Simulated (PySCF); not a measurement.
PySCF input file for CH3Cl2NSi2, SMILES [Si]1(Cl)(Cl)[SiH2]N=C1, B3LYP/pcSseg-1. Geometry optimised at ωB97X-D3(BJ)/def2-SVP. The structure was generated by enumeration, and PubChem lists no compound with its InChIKey, so it may never have been made.

```python
import numpy as np
from pyscf import gto, scf, dft
from pyscf.prop.nmr import rks as nmr

mol = gto.M(
    atom='''
    Cl    1.46286631   -0.09895760    1.66264293
    Si    0.25322854    0.02117690   -0.00000001
    Cl    1.46286629   -0.09895760   -1.66264293
    C    -0.98376763    1.47316521    0.00000000
    N    -2.15527159    0.94139753    0.00000000
    Si   -1.89647502   -0.85142465    0.00000001
    H    -0.86082150    2.57177004   -0.00000000
    H    -2.44083749   -1.50625856   -1.21896553
    H    -2.44083747   -1.50625855    1.21896554
    ''',
    basis='pcSseg-1',
    charge=0,
    spin=0,
    max_memory=1600,
    verbose=3,
)
mf = dft.RKS(mol, xc='b3lyp')
mf.grids.level = 3
mf.conv_tol = 1e-10
mf.max_cycle = 100
mf.kernel()
n = nmr.NMR(mf)
n.verbose = 2
n.max_cycle_cphf = 60
sigma = n.kernel()
print('atom   isotropic/ppm   span/ppm')
for i, s in enumerate(sigma):
    w = np.linalg.eigvalsh((s + s.T) / 2)
    print(f'{mol.atom_symbol(i):2s}{i + 1:3d} {w.mean():14.3f} {w[2] - w[0]:11.3f}')
```

Program output:

```
converged SCF energy = -1594.12064605456
atom   isotropic/ppm   span/ppm
Cl  1        824.445     224.525
Si  2        307.953      97.726
Cl  3        824.445     224.525
C   4        -43.022     220.885
N   5       -268.563    1014.430
Si  6        314.258     225.360
H   7         21.541       8.097
H   8         25.898       5.607
H   9         25.898       5.607
```

Self-consistency was reached.
